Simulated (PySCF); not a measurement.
Al(vinyl)(OH)2 (C2H5AlO2), SMILES [CH](=C)[Al]([OH])[OH]. Atoms are numbered in the order given.

```xyz
10

Al    -0.0287    -0.4728     0.0000
C     -0.7692     1.3090     0.0000
C      0.0155     2.4005     0.0000
H     -1.8556     1.4743     0.0000
H     -0.3902     3.4210     0.0000
H      1.1097     2.3260     0.0000
O      1.6709    -0.5932     0.0000
H      2.2292    -1.3733     0.0000
O     -1.0855    -1.8083     0.0000
H     -0.8807    -2.7459     0.0000
```
Charge 0, spin multiplicity 1.

The structure is a stationary point at B3LYP-D3(BJ)/def2-SVP. The structure was generated by enumeration; whether it is a known compound was not checked. The values are those of a single conformer.

All values below come from r2SCAN/def2-TZVP (PySCF).

Symmetry labels are those of the subgroup Cs that the program uses (full group Cs).

Computed valence orbital energies around the gap with their symmetry:
```csv
orbital,symmetry,energy (eV)
HOMO−7,A',-11.29
HOMO−6,A',-9.86
HOMO−5,A',-8.72
HOMO−4,A",-8.07
HOMO−3,A',-7.64
HOMO−2,A",-7.57
HOMO−1,A',-7.30
HOMO,A",-6.93
LUMO,A",-1.40
LUMO+1,A',-0.35
LUMO+2,A",1.14
LUMO+3,A',1.34
```
